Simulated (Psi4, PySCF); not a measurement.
Input for PySCF:
```python
from pyscf import gto, scf, dft

mol = gto.Mole()
mol.atom = '''
    O     0.48967851    1.35799753   -0.98453359
    Ge    0.09061734   -0.24082060   -0.04391532
    O    -1.12653518    0.33448439    1.29316952
    O    -1.42526134   -0.85147881   -1.34349784
    O     1.78408963   -0.10212726    1.16960110
    H    -0.20776662    1.41946446   -1.63101439
    H    -0.56105738    0.62372796    2.00360483
    H    -2.17725180   -0.82672429   -0.75779832
    H     2.27054805    0.57878436    0.71258474
'''
mol.basis = '6-31g*'
mol.charge = -1
mol.spin = 1
mol.verbose = 3
mol.build()

mf = dft.UKS(mol)
mf.xc = 'b3lyp5'
mf.grids.atom_grid = (99, 590)
mf.grids.prune = None
mf.kernel()
```

Problem. Convert this to an input for Psi4.

Solution. Several could match; the one computed here: 
```
memory 2 GB

molecule mol {
-1 2
  O     0.489679    1.357998   -0.984534
  Ge    0.090617   -0.240821   -0.043915
  O    -1.126535    0.334484    1.293170
  O    -1.425261   -0.851479   -1.343498
  O     1.784090   -0.102127    1.169601
  H    -0.207767    1.419464   -1.631014
  H    -0.561057    0.623728    2.003605
  H    -2.177252   -0.826724   -0.757798
  H     2.270548    0.578784    0.712585
}

set basis 6-31g*
set reference uks
set scf_type pk
set puream true
set d_convergence 1e-8
set dft_radial_points 99
set dft_spherical_points 590

energy('b3lyp5')
print_variables()
```

Both were run: PySCF gave -2379.837720 Eh and Psi4 -2379.837719 Eh, 0.001 mEh apart.
